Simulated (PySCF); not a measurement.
Species: C8H7O (doublet state).
Structure used (GFN2-xTB), in Å, numbered top down from 1:
```
atom  x, y, z in Å
C1     2.4220    0.3714    0.5080
C2     1.5768   -0.8666    0.3383
O3     1.9403   -1.9747    0.6637
C4     0.2669   -0.6091   -0.2585
C5    -0.8112   -1.3798   -0.5901
C6    -1.6566   -0.2067   -1.0283
C7    -2.3648    0.6171    0.0353
C8    -1.2826    1.3706    0.3298
C9    -0.4423    0.6272   -0.5920
H10    1.8760    1.1033    1.0998
H11    3.3601    0.1243    0.9971
H12    2.6210    0.8094   -0.4682
H13   -1.0205   -2.4292   -0.5164
H14   -2.0722   -0.2145   -2.0278
H15   -3.3457    0.5180    0.4587
H16   -1.0749    2.1485    1.0393
```

The hyperfine couplings belong to this conformer and change with its torsions.

The species is `CC(=O)C1=C[C@H]2C=C[C]12` [radical].

Computed with UKS B3LYP, pcH-1 on C H O, non-relativistic, mean-field spin-orbit, GIAO in PySCF 2.14.0. Geometry: GFN2-xTB, one conformer, isolated molecule. The geometry wasn't refined by DFT: couplings that depend on bond lengths, twists or pyramidal angles can differ widely from those at the functional's own minimum. Stability of the SCF solution: not tested. ⟨S²⟩ is 0.779 where a pure state has 0.75.

Q: Where do the isotropic ENDOR lines of C5, C7, C6, C8, C4, C2, H14, H16, H13 and H15 fall at 340.2 mT, to first order?

A: For S = 1/2 in fast tumbling each set of equivalent nuclei gives two lines, ν± = |νn ± a/2| to first order, with νn = g_N μN B/h and μN/h = 7.62259 MHz/T.

| nuclei | isotope | g_N | νn (MHz) | a_iso (MHz) | lower line (MHz) | upper line (MHz) |
| --- | --- | --- | --- | --- | --- | --- |
| C5 | 13C | 1.4048 | 3.64 | 35.49 | 14.10 | 21.39 |
| C7 | 13C | 1.4048 | 3.64 | 34.87 | 13.79 | 21.08 |
| C6 | 13C | 1.4048 | 3.64 | -26.43 | 9.57 | 16.86 |
| C8 | 13C | 1.4048 | 3.64 | -24.68 | 8.69 | 15.98 |
| C4 | 13C | 1.4048 | 3.64 | -23.61 | 8.16 | 15.45 |
| C2 | 13C | 1.4048 | 3.64 | 3.81 | 1.74 | 5.55 |
| H14 | 1H | 5.5857 | 14.48 | 14.15 | 7.41 | 21.56 |
| H16 | 1H | 5.5857 | 14.48 | 8.28 | 10.35 | 18.62 |
| H13 | 1H | 5.5857 | 14.48 | -1.88 | 13.55 | 15.42 |
| H15 | 1H | 5.5857 | 14.48 | -0.51 | 14.23 | 14.74 |

The rows for 13C, of low natural abundance, apply to labelled samples.

Q: Which pairs are centred on the nuclear Larmor frequency, and which on half the coupling?

A: Centred on νn, since |a| < 2νn: C2, H14, H16, H13 and H15. Centred on |a|/2 and split by 2νn: C5, C7, C6, C8 and C4.

Q: At what field would the lower line of C4 fall to zero frequency?

A: Where νn = |a|/2, that is B = 11.81 MHz/(1.4048 × 7.62259 MHz/T) = 1100 mT, as far as first order holds there.
